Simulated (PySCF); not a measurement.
F₄Si, charge +1, doublet, geometry from GFN2-xTB (a state made from the parent by changing its charge; the spin is typed, not shown lowest); R2SCAN/aug-cc-pVDZ (PySCF).

PySCF was given this input:
```python
from pyscf import gto, scf, dft

mol = gto.Mole()
mol.atom = '''
    F     1.54731953   -0.15245928    0.26101946
    Si   -0.00000000    0.00000000    0.00000000
    F    -0.32583460    1.49808438   -0.36762443
    F    -0.79475106   -0.40706562    1.29932330
    F    -0.42673386   -0.93855948   -1.19271834
'''
mol.basis = 'aug-cc-pvdz'
mol.charge = 1
mol.spin = 1
mol.verbose = 4
mol.build()

mf = dft.UKS(mol)
mf.xc = 'r2scan'
mf.kernel()
```

Q: Write the output that PySCF gives for this input, abridged.

A: 
```
PySCF version 2.14.0

[INPUT] verbose = 4
[INPUT] num. atoms = 5
[INPUT] num. electrons = 49
[INPUT] charge = 1
[INPUT] spin (= nelec alpha-beta = 2S) = 1
[INPUT] symmetry False subgroup None
[INPUT] Mole.unit = angstrom
[INPUT] Symbol           X                Y                Z      unit          X                Y                Z       unit  Magmom
[INPUT]  1 F      1.547319530000  -0.152459280000   0.261019460000 AA    2.924010138891  -0.288106284348   0.493255292582 Bohr   0.0
[INPUT]  2 Si     0.000000000000   0.000000000000   0.000000000000 AA    0.000000000000   0.000000000000   0.000000000000 Bohr   0.0
[INPUT]  3 F     -0.325834600000   1.498084380000  -0.367624430000 AA   -0.615738155907   2.830969189689  -0.694709489399 Bohr   0.0
[INPUT]  4 F     -0.794751060000  -0.407065620000   1.299323300000 AA   -1.501861840608  -0.769242536526   2.455365184266 Bohr   0.0
[INPUT]  5 F     -0.426733860000  -0.938559480000  -1.192718340000 AA   -0.806410123478  -1.773620368814  -2.253911006346 Bohr   0.0

nuclear repulsion = 269.062175992319
number of shells = 40
number of NR pGTOs = 190
number of NR cGTOs = 119
basis = aug-cc-pvdz
ecp = {}

******** <class 'pyscf.dft.uks.UKS'> ********
method = UKS
initial guess = minao
damping factor = 0
level_shift factor = 0
DIIS = <class 'pyscf.scf.diis.CDIIS'>
diis_start_cycle = 1
diis_space = 8
diis_damp = 0
SCF conv_tol = 1e-09
SCF conv_tol_grad = None
SCF max_cycles = 50
direct_scf = True
direct_scf_tol = 1e-13
number electrons alpha = 25  beta = 24
XC library pyscf.dft.libxc version 7.1.2
    S. Lehtola, C. Steigemann, M. J. T. Oliveira, and M. A. L. Marques,  SoftwareX 7, 1–5 (2018)
XC functionals = r2scan
    J. W. Furness, A. D. Kaplan, J. Ning, J. P. Perdew, and J. Sun,  J. Phys. Chem. Lett. 11, 8208–8215 (2020)
    J. W. Furness, A. D. Kaplan, J. Ning, J. P. Perdew, and J. Sun,  J. Phys. Chem. Lett. 11, 9248–9248 (2020)
    J. W. Furness, A. D. Kaplan, J. Ning, J. P. Perdew, and J. Sun,  J. Phys. Chem. Lett. 11, 8208–8215 (2020)
    J. W. Furness, A. D. Kaplan, J. Ning, J. P. Perdew, and J. Sun,  J. Phys. Chem. Lett. 11, 9248–9248 (2020)
radial grids:
    Treutler-Ahlrichs [JCP 102, 346 (1995); DOI:10.1063/1.469408] (M4) radial grids

becke partition: Becke, JCP 88, 2547 (1988); DOI:10.1063/1.454033
pruning grids: <function nwchem_prune>
grids dens level: 3
symmetrized grids: False
atomic radii adjust function: <function treutler_atomic_radii_adjust>
small_rho_cutoff = 0
Set gradient conv threshold to 3.16228e-05
tot grids = 76232
init E= -689.461323152019

cycle= 1 E= -688.329740837494  delta_E= 1.13  |g|= 0.47  |ddm|= 1.72
cycle= 2 E= -687.790286433908  delta_E= 0.539  |g|= 1.22  |ddm|= 1.35
cycle= 3 E= -688.33668156694  delta_E= -0.546  |g|= 0.464  |ddm|= 1.26
cycle= 4 E= -688.287881260389  delta_E= 0.0488  |g|= 0.506  |ddm|= 1.01
cycle= 5 E= -688.389568186915  delta_E= -0.102  |g|= 0.244  |ddm|= 0.941
cycle= 6 E= -688.382855765413  delta_E= 0.00671  |g|= 0.277  |ddm|= 0.95
cycle= 7 E= -688.406423088179  delta_E= -0.0236  |g|= 0.172  |ddm|= 0.858
cycle= 8 E= -688.375557916073  delta_E= 0.0309  |g|= 0.299  |ddm|= 0.896

cycle= 9 E= -688.410608612842  delta_E= -0.0351  |g|= 0.142  |ddm|= 0.542
cycle= 10 E= -688.421823839856  delta_E= -0.0112  |g|= 0.0357  |ddm|= 0.322
cycle= 11 E= -688.420558502676  delta_E= 0.00127  |g|= 0.0658  |ddm|= 0.167
cycle= 12 E= -688.421942065985  delta_E= -0.00138  |g|= 0.0422  |ddm|= 0.045
cycle= 13 E= -688.42082388379  delta_E= 0.00112  |g|= 0.065  |ddm|= 0.0687
cycle= 14 E= -688.420531177244  delta_E= 0.000293  |g|= 0.0692  |ddm|= 0.0168
cycle= 15 E= -688.420911033716  delta_E= -0.00038  |g|= 0.0631  |ddm|= 0.0144
cycle= 16 E= -688.420101640572  delta_E= 0.000809  |g|= 0.0748  |ddm|= 0.0271
cycle= 17 E= -688.419345423581  delta_E= 0.000756  |g|= 0.0842  |ddm|= 0.0517
cycle= 18 E= -688.422001316583  delta_E= -0.00266  |g|= 0.0423  |ddm|= 0.0578
cycle= 19 E= -688.422844347788  delta_E= -0.000843  |g|= 0.012  |ddm|= 0.0488
cycle= 20 E= -688.422877587388  delta_E= -3.32e-05  |g|= 0.00916  |ddm|= 0.0177
cycle= 21 E= -688.422904947541  delta_E= -2.74e-05  |g|= 0.00538  |ddm|= 0.0095
cycle= 22 E= -688.422915465015  delta_E= -1.05e-05  |g|= 0.00261  |ddm|= 0.00605
cycle= 23 E= -688.422915924845  delta_E= -4.6e-07  |g|= 0.00283  |ddm|= 0.00676
cycle= 24 E= -688.422919680758  delta_E= -3.76e-06  |g|= 0.000905  |ddm|= 0.00325
cycle= 25 E= -688.42291992642  delta_E= -2.46e-07  |g|= 0.00079  |ddm|= 0.00303
cycle= 26 E= -688.422920189712  delta_E= -2.63e-07  |g|= 0.000429  |ddm|= 0.00216
cycle= 27 E= -688.422920281192  delta_E= -9.15e-08  |g|= 6.18e-05  |ddm|= 0.000867
cycle= 28 E= -688.422920282886  delta_E= -1.69e-09  |g|= 2.77e-05  |ddm|= 0.000132
cycle= 29 E= -688.422920283241  delta_E= -3.55e-10  |g|= 9.89e-06  |ddm|= 5.15e-05
Extra cycle  E= -688.422920274498  delta_E= 8.74e-09  |g|= 0.000133  |ddm|= 0.000207
converged SCF energy = -688.422920274498  <S^2> = 0.75372085  2S+1 = 2.0037174
```
